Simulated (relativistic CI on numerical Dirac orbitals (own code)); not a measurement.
# Level scheme of Ar

Method of calculation: Dirac-Coulomb-Breit CI, orbitals from a KLI potential per configuration, QED by a radiative potential, valence Slater integrals scaled by 0.85, configuration energies shifted to the measured levels that pair with them (semi-empirical) (own radial code, finite nucleus).

CI space (outside the closed core [Ne]): 3s2 3p6, 3s2 3p5 4s, 3s2 3p5 4p, 3s2 3p5 3d, 3s2 3p5 5s, 3s2 3p4 3d2, 3s2 3p5 5p, 3s2 3p5 4d, 3s2 3p5 4f, 3s2 3p5 5d, 3s2 3p5 5f, 3s2 3p5 5g, 3s 3p6 3d, 3s2 3p4 4s2. Levels of other configurations are missing.

| No. | Configuration | Term | J | E (cm⁻¹) | % | Next component (%) | Landé g | Lifetime (s) |
| --- | --- | --- | --- | --- | --- | --- | --- | --- |
| 1 | 3s2 3p6 | 1S | 0 | 0.0 | 99 | 1 3s2 3p4 3d2 1S |  |  |
| 2 | 3s2 3p5 4s | 3P° | 2 | 93144.6 | 100 |  | 1.501 | 3.32e+01 |
| 3 | 3s2 3p5 4s | 3P° | 1 | 93749.7 | 78 | 22 1P° | 1.393 | 7.00e-09 |
| 4 | 3s2 3p5 4s | 3P° | 0 | 94583.0 | 100 |  |  | 4.09e+01 |
| 5 | 3s2 3p5 4s | 1P° | 1 | 95388.9 | 78 | 22 3P° | 1.108 | 1.89e-09 |
| 6 | 3s2 3p5 4p | 3S | 1 | 104451.4 | 94 | 4 3P | 1.966 | 2.85e-08 |
| 7 | 3s2 3p5 4p | 3D | 3 | 105488.6 | 100 |  | 1.334 | 2.35e-08 |
| 8 | 3s2 3p5 4p | 3D | 2 | 105635.2 | 60 | 37 1D | 1.111 | 2.55e-08 |
| 9 | 3s2 3p5 4p | 3D | 1 | 106075.4 | 45 | 35 1P | 0.869 | 2.42e-08 |
| 10 | 3s2 3p5 4p | 3P | 2 | 106164.1 | 62 | 30 1D | 1.326 | 2.35e-08 |
| 11 | 3s2 3p5 4p | 3P | 0 | 106992.7 | 87 | 13 1S |  | 2.07e-08 |
| 12 | 3s2 3p5 4p | 3D | 1 | 107143.6 | 54 | 29 1P | 0.808 | 2.42e-08 |
| 13 | 3s2 3p5 4p | 3P | 2 | 107264.8 | 36 | 33 1D | 1.231 | 2.42e-08 |
| 14 | 3s2 3p5 4p | 3P | 1 | 107445.2 | 60 | 34 1P | 1.359 | 2.35e-08 |
| 15 | 3s2 3p5 4p | 1S | 0 | 108915.2 | 83 | 13 3P |  | 1.69e-08 |
| 16 | 3s2 3p5 3d | 3P° | 0 | 112346.3 | 97 | 1 3s2 3p5 4d 3P° |  | 5.67e-08 |
| 17 | 3s2 3p5 3d | 3P° | 1 | 112472.7 | 92 | 3 3D° | 1.465 | 5.51e-08 |
| 18 | 3s2 3p5 3d | 3P° | 2 | 112716.5 | 77 | 8 3s2 3p5 5s 3P° | 1.448 | 5.95e-08 |
| 19 | 3s2 3p5 3d | 3F° | 4 | 112894.3 | 100 |  | 1.251 | 5.28e-08 |
| 20 | 3s2 3p5 3d | 3F° | 3 | 113121.9 | 73 | 22 1F° | 1.076 | 5.08e-08 |
| 21 | 3s2 3p5 5s | 3P° | 2 | 113433.6 | 89 | 6 3s2 3p5 3d 3P° | 1.473 | 4.34e-08 |
| 22 | 3s2 3p5 3d | 3F° | 2 | 113438.2 | 50 | 27 1D° | 0.880 | 5.00e-08 |
| 23 | 3s2 3p5 3d | 3D° | 3 | 113608.2 | 57 | 40 1F° | 1.192 | 4.83e-08 |
| 24 | 3s2 3p5 5s | 1P° | 1 | 113663.3 | 52 | 47 3P° | 1.239 | 5.83e-09 |
| 25 | 3s2 3p5 3d | 3D° | 1 | 114043.2 | 60 | 33 1P° | 0.700 | 7.73e-09 |
| 26 | 3s2 3p5 3d | 3F° | 2 | 114628.8 | 49 | 30 1D° | 0.870 | 5.04e-08 |
| 27 | 3s2 3p5 3d | 3D° | 2 | 114742.1 | 49 | 34 1D° | 1.165 | 4.93e-08 |
| 28 | 3s2 3p5 3d | 3D° | 3 | 114780.8 | 38 | 37 1F° | 1.149 | 4.94e-08 |
| 29 | 3s2 3p5 5s | 3P° | 0 | 114841.6 | 99 | 1 3s2 3p5 3d 3P° |  | 4.52e-08 |
| 30 | 3s2 3p5 5s | 3P° | 1 | 115011.4 | 51 | 48 1P° | 1.254 | 7.85e-09 |
| 31 | 3s2 3p5 3d | 1P° | 1 | 115291.0 | 50 | 35 3D° | 0.843 | 6.24e-09 |
| 32 | 3s2 3p5 5p‡ | 3S | 1 | 116740.9 | 81 | 13 3P | 1.880 |  |
| 33 | 3s2 3p5 5p‡ | 3D | 3 | 116928.6 | 100 |  | 1.334 |  |
| 34 | 3s2 3p5 5p‡ | 3D | 2 | 116988.9 | 52 | 45 1D | 1.101 |  |
| 35 | 3s2 3p5 5p‡ | 1P | 1 | 117139.1 | 52 | 25 3P | 1.012 |  |
| 36 | 3s2 3p5 5p‡ | 3P | 2 | 117155.9 | 76 | 20 1D | 1.387 | 7.79e-08 |
| 37 | 3s2 3p5 5p‡ | 3P | 0 | 117794.1 | 78 | 21 1S |  | 5.04e-08 |
| 38 | 3s2 3p5 5p‡ | 3D | 1 | 118415.6 | 77 | 16 1P | 0.647 |  |
| 39 | 3s2 3p5 5p‡ | 3D | 2 | 118469.4 | 44 | 35 1D | 1.179 |  |
| 40 | 3s2 3p5 5p‡ | 3P | 1 | 118482.5 | 55 | 26 1P | 1.463 |  |
| 41 | 3s2 3p5 4d‡ | 3P° | 0 | 119380.9 | 96 | 2 3s2 3p5 5d 3P° |  |  |
| 42 | 3s2 3p5 5p‡ | 1S | 0 | 119398.4 | 75 | 22 3P |  | 3.00e-08 |
| 43 | 3s2 3p5 4d‡ | 3P° | 1 | 119498.6 | 89 | 7 3D° | 1.426 |  |
| 44 | 3s2 3p5 4d‡ | 3F° | 4 | 119609.8 | 99 | 1 3s2 3p5 5d 3F° | 1.251 |  |
| 45 | 3s2 3p5 4d‡ | 3P° | 2 | 119681.7 | 71 | 16 3D° | 1.394 | 1.49e-07 |
| 46 | 3s2 3p5 4d‡ | 3F° | 3 | 119783.4 | 68 | 25 1F° | 1.081 |  |
| 47 | 3s2 3p5 4d‡ | 3F° | 2 | 119980.1 | 37 | 37 1D° | 0.916 |  |
| 48 | 3s2 3p5 4d‡ | 3D° | 3 | 120070.4 | 62 | 36 1F° | 1.209 |  |
| 49 | 3s2 3p5 4d‡ | 3D° | 1 | 120588.9 | 63 | 20 1P° | 0.694 | 8.36e-09 |
| 50 | 3s2 3p5 4d‡ | 3F° | 2 | 121193.3 | 61 | 21 1D° | 0.819 |  |
| 51 | 3s2 3p5 4d‡ | 3D° | 2 | 121240.0 | 42 | 29 1D° | 1.207 |  |
| 52 | 3s2 3p5 4d‡ | 1F° | 3 | 121314.1 | 38 | 30 3D° | 1.128 |  |
| 53 | 3s2 3p5 4f‡ | 3D | 2 | 121367.9 | 60 | 40 1D | 1.100 | 2.21e-08 |
| 54 | 3s2 3p5 4f‡ | 3D | 1 | 121368.0 | 100 |  | 0.499 | 2.56e-08 |
| 55 | 3s2 3p5 4f‡ | 3G | 5 | 121388.2 | 100 |  | 1.200 | 2.49e-08 |
| 56 | 3s2 3p5 4f‡ | 1G | 4 | 121388.4 | 55 | 45 3G | 1.022 | 2.39e-08 |
| 57 | 3s2 3p5 4f‡ | 3F | 2 | 121408.4 | 53 | 28 1D | 0.854 | 2.22e-08 |
| 58 | 3s2 3p5 4f‡ | 3D | 3 | 121408.4 | 47 | 30 3F | 1.182 | 2.44e-08 |
| 59 | 3s2 3p5 4f‡ | 1F | 3 | 121428.4 | 42 | 32 3F | 0.960 | 2.39e-08 |
| 60 | 3s2 3p5 4f‡ | 3F | 4 | 121428.5 | 74 | 15 3G | 1.192 | 2.37e-08 |
| 61 | 3s2 3p5 4d‡ | 1P° | 1 | 121697.6 | 37 | 28 3D° | 0.894 | 1.04e-08 |
| 62 | 3s2 3p5 5d‡ | 3P° | 0 | 122694.9 | 98 | 2 3s2 3p5 4d 3P° |  | 4.30e-06 |
| 63 | 3s2 3p5 5d‡ | 3F° | 4 | 122782.1 | 99 | 1 3s2 3p5 4d 3F° | 1.251 |  |
| 64 | 3s2 3p5 5d‡ | 3P° | 1 | 122797.5 | 80 | 15 3D° | 1.337 | 2.91e-07 |
| 65 | 3s2 3p5 4f‡ | 3D | 3 | 122848.3 | 53 | 26 3F | 1.198 | 2.47e-08 |
| 66 | 3s2 3p5 4f‡ | 3F | 2 | 122848.3 | 47 | 32 1D | 0.878 | 2.21e-08 |
| 67 | 3s2 3p5 4f‡ | 3G | 3 | 122848.8 | 73 | 14 1F | 0.826 | 2.46e-08 |
| 68 | 3s2 3p5 4f‡ | 3G | 4 | 122849.0 | 41 | 33 1G | 1.087 | 2.40e-08 |
| 69 | 3s2 3p5 5d‡ | 3P° | 2 | 122900.9 | 60 | 21 3D° | 1.352 | 4.55e-07 |
| 70 | 3s2 3p5 5d‡ | 3F° | 3 | 122904.7 | 62 | 29 1F° | 1.078 | 6.06e-07 |

Energies count from the lowest computed level; ° marks odd parity; lifetimes are radiative, by E1, M1, E2, M2, E3 decay to levels of this space only; some are left blank where a channel outside the calculation adds to the decay or the decay crosses a small, uncertain gap. ‡ marks configurations that were not tied to measured data.

The mean weight of the leading LS term, summed over parents, in these 70 levels is 69 %, and that of the leading jj configuration (from the same eigenvectors) 86 %, so jj coupling describes them better and the LS labels are nominal.

Configurations whose levels could be paired with our table of measured levels were shifted onto them, all but the ground configuration, by the median error of their levels; single terms can still be off by 1,000 to 2,000 cm⁻¹ or more, and rates follow the energies as ν³ (E1, M1) or ν⁵ (E2). The others borrow a shift and can be off by several thousand cm⁻¹ or more. The fine structure of a lone outer electron comes out too small, for d and f at times inverted, and misplaced configurations move strength between like terms. 30 of the 30 excited levels that our extract of the measured tables holds in this range could be paired (the sources list more); they are missed by 118 cm⁻¹ on average and 679 at most, after the shifts were fitted to these levels, and levels without a partner can miss by more.

LS names give the leading component of a level, which can be under half, so a name can repeat, a term be missing and a line seem to break the LS rules.
